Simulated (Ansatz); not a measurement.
`C#CB(Cl)Cl` + `OCC(F)(F)F` → `FC(F)(F)COB(Cl)Cl` + `C#C` at 700 K and 1 bar (ligand exchange at a B–C bond).

Isolated molecules relaxed with PBE0-D4/def2-TZVP in Ansatz; ΔE leaves out vibrations. CCSD(T)/CBS adds triple-zeta CCSD(T) − MP2 to the extrapolated MP2 energy (def2 sets, frozen cores). This one scheme is used for every species. Each species was taken in one conformer, which may not be the lowest.

```json
{"species": "`C#CB(Cl)Cl`", "CCSD(T)/CBS energy (Eh)": "-1021.08170", "H − E (kJ/mol)": "123.6", "S (J/(mol·K))": "398.3"}
{"species": "`OCC(F)(F)F`", "CCSD(T)/CBS energy (Eh)": "-452.45922", "H − E (kJ/mol)": "219.4", "S (J/(mol·K))": "421.9"}
{"species": "`FC(F)(F)COB(Cl)Cl`", "CCSD(T)/CBS energy (Eh)": "-1396.34406", "H − E (kJ/mol)": "241.3", "S (J/(mol·K))": "556.4"}
{"species": "`C#C`", "CCSD(T)/CBS energy (Eh)": "-77.22717", "H − E (kJ/mol)": "102.1", "S (J/(mol·K))": "244.4"}
```

H − E and S are ideal-gas, rigid-rotor, harmonic terms from PBE0-D4/def2-TZVP, for one conformer and one mirror image of each species. 1 Eh = 2625.50 kJ/mol, R = 8.31446 J/(mol·K).

Q: By hand: ΔE, ΔH, ΔS and ΔG.

A: ΔE = (-1396.34406) + (-77.22717) − (-1021.08170) − (-452.45922) = -0.03031 Eh = -79.6 kJ/mol. Δ(H − E) = 241.3 + 102.1 − 123.6 − 219.4 = 0.4, so ΔH = -79.2 kJ/mol. ΔS = 556.4 + 244.4 − 398.3 − 421.9 = -19.4 J/(mol·K). ΔG = -79.2 − 700 × (-19.4)/1000 = -65.6 kJ/mol.

Q: By hand: the equilibrium constant, and the temperature at which ΔG would vanish if ΔH and ΔS stayed fixed.

A: log₁₀ K = −ΔG/(RT ln 10) = 4.9. ΔG = 0 at ΔH/ΔS = 4082 K, far beyond where these terms or the molecules hold.

ΔH outweighs TΔS. A doubt of 5 kJ/mol in ΔE shifts log₁₀ K by 0.4 here. Other conformers and mirror images would add mixing entropy, several J/(mol·K) or more a flexible species. Modes under 60 cm⁻¹, often nearly free rotors, make the harmonic entropy too high. These are equilibria of isolated gas molecules and say nothing of rates. Largest T1 diagnostic: 0.013 (customary marks: 0.02 for closed shells, 0.045 for open ones).
